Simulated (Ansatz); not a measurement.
The cluster Ge2S4⁻, relaxed as a doublet with UKS PBE-D4/def2-SVPD in Ansatz, starting from the GFN2-xTB geometry. Force threshold 0.02 eV/Å.

The relaxation made no stability test and no search for a lower SCF solution. Another isomer (doublet) lies 0.73 eV lower at PBE0-D4/def2-TZVPD; other spin states weren't run for this one.

Start:

```xyz
6

Ge    1.6779    0.1827   -0.7064
Ge   -1.5096    0.0567    0.1358
S     1.7493    0.9664    1.5099
S     0.6782   -0.7784    1.3021
S    -0.1906    1.2245   -1.4762
S    -2.4053   -1.6519   -0.7652
```

```json
{"step": "1", "energy (eV)": "-156321.8169", "largest force component (eV/Å)": "1.160", "SCF passes": "22"}
{"step": "2", "energy (eV)": "-156321.9077", "largest force component (eV/Å)": "0.303", "SCF passes": "28"}
{"step": "3", "energy (eV)": "-156321.9278", "largest force component (eV/Å)": "0.141", "SCF passes": "23"}
{"step": "4 (rejected)", "energy (eV)": "-156321.9183", "largest force component (eV/Å)": "0.614", "SCF passes": "23"}
{"step": "5", "energy (eV)": "-156321.9333", "largest force component (eV/Å)": "0.055", "SCF passes": "22"}
{"step": "6", "energy (eV)": "-156321.9337", "largest force component (eV/Å)": "0.176", "SCF passes": "23"}
{"step": "7", "energy (eV)": "-156321.9396", "largest force component (eV/Å)": "0.034", "SCF passes": "23"}
{"step": "8", "energy (eV)": "-156321.9396", "largest force component (eV/Å)": "0.040", "SCF passes": "21"}
{"step": "9", "energy (eV)": "-156321.9403", "largest force component (eV/Å)": "0.021", "SCF passes": "23"}
{"step": "10", "energy (eV)": "-156321.9410", "largest force component (eV/Å)": "0.005", "SCF passes": "21"}
{"step": "11", "energy (eV)": "-156321.9410", "largest force component (eV/Å)": "0.010", "SCF passes": "22"}
```

Force components are those of the run's own axes.

End:

```xyz
6

Ge    1.7879    0.2968   -0.6956
Ge   -1.4305    0.0474    0.0497
S     1.6997    0.9506    1.6148
S     0.6298   -0.8410    1.1610
S    -0.1725    1.2308   -1.5405
S    -2.5143   -1.6845   -0.5894
```

By distances, no bond broke or formed. The bond that changes most is Ge2–S4, from 2.62 to 2.50 Å (atoms count from 1).

The force fell under the threshold at step 10, but the optimiser went on. No frequencies were taken in this run, so the end may be a saddle point.

Hardware: 4 threads of Arm Neoverse V2 on a shared host. Wall time 39 s.
